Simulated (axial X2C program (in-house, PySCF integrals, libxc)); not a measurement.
Values are calculated unless marked as measured or tabulated.
**IrH: input and output**

Program: an in-house all-electron X2C program for linear molecules (integrals from PySCF).

Input file and command:
```json
{"zs": [77, 1], "q": 0, "bas": ["dyall-cv3z", "dyall-v3z"], "levels": ["PBE0", "HF", "PBE"], "cc": true, "r0": 1.54, "thr": -2.0, "nmax": 90, "npts": 10, "nst": 2, "ntry": 6}
```
```bash
python so2c.py task.json out
```

Keys: zs atomic numbers; q charge; bas basis sets; levels methods; cc coupled cluster on or off; r0 starting distance in Å; thr threshold in hartree for freezing inner shells (an s shell follows its p shell); nmax most natural virtual spinors; npts points on the curve; nst determinants followed; ntry starts of the search. HF also brings MP2.

Output of the HF step, 2c, at R = 1.553 Å for the state Ω = 3. It starts from PBE0 orbitals of this distance.

```
two-component X2C + atomic mean field  HF
basis functions 195  fitting functions 976  grid points 5072
iter        total energy     max residual
   1     -17825.337568118     1.09e+00
   2     -17825.374840295     1.87e-02
   3     -17825.376373548     9.51e-02
   4     -17825.377643165     1.80e-02
   5     -17825.377797412     3.79e-03
   6     -17825.377873707     8.68e-03
   7     -17825.377897019     2.73e-03
   8     -17825.377908034     1.10e-03
   9     -17825.377910583     1.06e-03
  10     -17825.377911606     2.69e-04
  11     -17825.377912034     2.18e-04
  12     -17825.377912254     2.54e-04
  13     -17825.377912361     1.08e-04
  14     -17825.377912396     1.57e-05
  15     -17825.377912404     2.64e-05
  16     -17825.377912406     1.22e-05
  17     -17825.377912407     3.15e-06
  18     -17825.377912407     6.25e-06
  19     -17825.377912408     4.65e-06
  20     -17825.377912408     1.43e-06
converged
one-electron -24490.12749388  Coulomb 7002.58596959  exact exchange -347.94169026  xc functional 0.00000000  nuclear repulsion 26.23737620  atomic mean-field constant -16.13207405
correlated 10  virtual 224  natural virtual 90  E(MP2) -0.291409899  MP2 remainder -0.011350190
iter   CCSD correlation   residual
   1     -0.269213107   1.08e-01
   2     -0.275870151   4.68e-02
   3     -0.278177768   2.38e-02
   4     -0.278466816   9.30e-03
   5     -0.278644701   4.44e-03
   6     -0.278697845   2.03e-03
   7     -0.278698821   8.81e-04
   8     -0.278709000   4.90e-04
   9     -0.278702480   3.26e-04
  10     -0.278704232   2.18e-04
  11     -0.278702598   1.10e-04
  12     -0.278704503   4.69e-05
  13     -0.278704670   1.90e-05
  14     -0.278705016   9.45e-06
  15     -0.278705130   5.05e-06
  16     -0.278705212   2.78e-06
  17     -0.278705228   1.22e-06
(T) -0.013558055  T1 0.0400  D1 0.1009  max T2 0.055
```
Energies are in hartree; totals compare only within one Hamiltonian and basis. T1 is large, a sign of multireference character or of a spin-contaminated reference. T1 in the output is the amplitude norm over the root of the electron number; divide by √2 for the Lee–Taylor value.
